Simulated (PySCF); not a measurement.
## Which determinant of SrSb⁺ lies lowest?

Unrestricted PBE0; basis Sr def2-SVP with ECP28, Sb def2-SVP with ECP28; scalar-relativistic core potentials; PySCF 2.14. Outer shells of the fragments: Sr+ 5s1; Sb 4d10 5s2 5p3.

Followed along the bond (rough minima from three points):

```csv
2Ms+1,unpaired,⟨S²⟩ at the start,R at minimum (Å),Te (eV)
3,π ↑↑,2.03,3.15,0.00
1,π ↑↓,1.01,3.13,0.30
1,none,0.00,3.11,1.12
3,"σ ↑, π ↑",2.01,none in the scan,≤ 0.83
1,"σ ↓, π ↑",1.02,none in the scan,≤ 1.13
```

Solutions found at the starting distance of 3.175 Å, counted from the lowest of them; the search is not exhaustive and high or unbound solutions are not listed, so other states can lie among these:

```csv
2Ms+1,unpaired,term,E (eV),⟨S²⟩,⟨Lz²⟩,μ (D)
3,π ↑↑,³Σ⁻,0.00,2.03,0.00,-11.25
1,π ↑↓,mixed,0.30,1.01,2.01,-11.41
3,"σ ↑, π ↑",³Π,0.99,2.01,1.02,-12.52
1,none,mixed,1.13,0.00,2.00,-11.25
1,"σ ↓, π ↑",mixed,1.27,1.02,1.01,-12.38
5,"σ ↑↑, π ↑↑",⁵Σ⁻,1.33,6.00,0.00,-4.48
3,"σ ↑↑, π ↑↓",mixed,2.00,3.01,2.01,-4.39
1,"σ ↓↓, π ↑↑",mixed,2.01,2.01,0.00,-4.41
3,"σ ↑, π ↑",³Π,2.24,2.00,1.01,-3.77
1,"σ ↓, π ↑",mixed,2.26,1.00,1.01,-3.78
```

A term symbol is given only where ⟨S²⟩ and ⟨Lz²⟩ are close to those of a pure state; real π, δ and φ orbitals otherwise mix terms. A positive dipole points towards Sb; it is taken about the centre of mass and depends on that origin.

Spin–orbit coupling is left out. Counting both spins, an empty level lies below a filled one in some of these solutions, because spin and occupation are held.
